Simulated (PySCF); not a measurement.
Fe(2+): ionisation energy

Fe(2+) [Ar] 3d6 (5D) → Fe(3+) [Ar] 3d5 (6S), as a difference of total energies. All numbers are calculated (PySCF 2.14, no relativity, point nucleus, in aug-cc-pVTZ (8s7p5d3f2g, 93 functions)). Correlated levels: valence: [Ar] frozen. The calculations carry no spin-orbit coupling.

```tsv
method	ionisation energy (eV)	difference from reference (eV)
UHF	28.534	-2.117
MP2 (valence)	30.134	-0.517
SCS-MP2 (valence)	30.325	-0.326
CCSD (valence)	30.089	-0.562
CCSD(T) (valence)	30.135	-0.516
```

Reference: 30.651 ± 0.012 eV (measured; NIST Atomic Spectra Database, ionization energies).

These non-relativistic numbers lack the scalar-relativistic shift.

The reference lies between the lowest fine-structure levels, while these numbers refer to the centres of the terms.

Errors of the correlated levels include the incompleteness of this basis and the frozen core.
